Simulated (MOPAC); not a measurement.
Job for MOPAC: PM6 on HF (SMILES F).

```
PM6 1SCF PRECISE CHARGE=0 THREADS=1
FH

F     -0.20220298 1    -0.42935252 1    -0.46784282 1
H     -0.10078953 1    -0.77048519 1     0.39115753 1
```

The log:

```
*******************************************************************************
 **                                                                           **
 **                              MOPAC v23.2.5                                **
 **                                                                           **
 *******************************************************************************
 ** MOPAC's Digital Object Identifier: https://doi.org/10.5281/zenodo.6511958 **
 **                                                                           **
 ** Please cite the open-source release paper for use of this MOPAC version:  **
 ** J. E. Moussa and J. J. P. Stewart (2026)                                  **
 ** MOPAC: An open-source semiempirical molecular orbital program             **
 ** J. Open Source Softw., 11(119), 8025, https://doi.org/10.21105/joss.08025 **
 *******************************************************************************

                              PM6 CALCULATION RESULTS

 *******************************************************************************
 *  PM6        - The PM6 Hamiltonian to be used
 *
 *
 *
 *                 CHARGE ON SYSTEM = 0
 *
 *
 *
 *  PRECISE    - TIGHTER CRITERIA TO BE USED
 *  1SCF       - DO 1 SCF AND THEN STOP
 *  THREADS=1  - MULTI-THREADING NOT USED
 *  T=         - A TIME OF 172800.0 SECONDS REQUESTED
 *  DUMP=N     - RESTART FILE WRITTEN EVERY 7200.0 SECONDS REQUESTED
 *******************************************************************************
PM6 1SCF PRECISE CHARGE=0 THREADS=1
 FH

   ATOM   CHEMICAL          X               Y               Z
  NUMBER   SYMBOL      (ANGSTROMS)     (ANGSTROMS)     (ANGSTROMS)

     1       F         -0.20220298  *  -0.42935252  *  -0.46784282  *
     2       H         -0.10078953  *  -0.77048519  *   0.39115753  *



          CARTESIAN COORDINATES

    NO.       ATOM           X           Y           Z

     1         F         -0.2022     -0.4294     -0.4678
     2         H         -0.1008     -0.7705      0.3912

 General Reference for PM6:
 "Optimization of Parameters for Semiempirical Methods V: Modification of NDDO Approximations
 and Application to 70 Elements", J. J. P. Stewart, J. Mol. Mod., 13, 1173-1213 (2007)
 URL: https://link.springer.com/article/10.1007/s00894-007-0233-4

           Empirical Formula: H F  =     2 atoms



      MOLECULAR POINT GROUP   :   C*v


      RHF CALCULATION, NO. OF DOUBLY OCCUPIED LEVELS = 4


 -------------------------------------------------------------------------------
 PM6 1SCF PRECISE CHARGE=0 THREADS=1
 FH



     1SCF WAS SPECIFIED, SO BFGS WAS NOT USED
     SCF FIELD WAS ACHIEVED


                              PM6 CALCULATION
                                                       MOPAC v23.2.5 Linux




          FINAL HEAT OF FORMATION =        -62.73913 KCAL/MOL =    -262.50050 KJ/MOL


          COSMO AREA              =         39.58 SQUARE ANGSTROMS
          COSMO VOLUME            =         23.07 CUBIC ANGSTROMS

          IONIZATION POTENTIAL    =         15.899080 EV
          HOMO LUMO ENERGIES (EV) =        -15.899  4.465
          NO. OF FILLED LEVELS    =          4
          MOLECULAR WEIGHT        =         20.0063         POINT GROUP:  C*v

          MOLECULAR DIMENSIONS (Angstroms)

            Atom       Atom       Distance
            H     2    F     1     0.92981
            H     2    F     1     0.00000
            F     1    H     2     0.00000


          SCF CALCULATIONS        =          1





   ATOM   CHEMICAL          X               Y               Z
  NUMBER   SYMBOL      (ANGSTROMS)     (ANGSTROMS)     (ANGSTROMS)

     1       F         -0.20220298  *  -0.42935252  *  -0.46784282  *
     2       H         -0.10078953  *  -0.77048519  *   0.39115753  *

                             CARTESIAN COORDINATES

   1    F       -0.202202980    -0.429352520    -0.467842820
   2    H       -0.100789530    -0.770485190     0.391157530


           Empirical Formula: H F  =     2 atoms



      MOLECULAR POINT GROUP   :   C*v


                  EIGENVALUES
 -41.02340 -17.31735 -15.89908 -15.89908   4.46467


              NET ATOMIC CHARGES AND DIPOLE CONTRIBUTIONS

  ATOM NO.   TYPE          CHARGE      No. of ELECS.   s-Pop       p-Pop
    1          F          -0.265407        7.2654     1.96139     5.30402
    2          H           0.265407        0.7346     0.73459
 DIPOLE           X         Y         Z       TOTAL
 POINT-CHG.     0.129    -0.435     1.095     1.185
 HYBRID         0.021    -0.071     0.179     0.194
 SUM            0.150    -0.506     1.274     1.379


          ATOMIC ORBITAL ELECTRON POPULATIONS

     Atom    s        px        py        pz
    1  F   1.96139   1.99172   1.90632   1.40598
    2  H   0.73459

 **********************
 *                    *
 * JOB ENDED NORMALLY *
 *                    *
 **********************




 == MOPAC DONE ==
```

The run finished.

Cost: about 0.05 core-seconds (a rough figure).
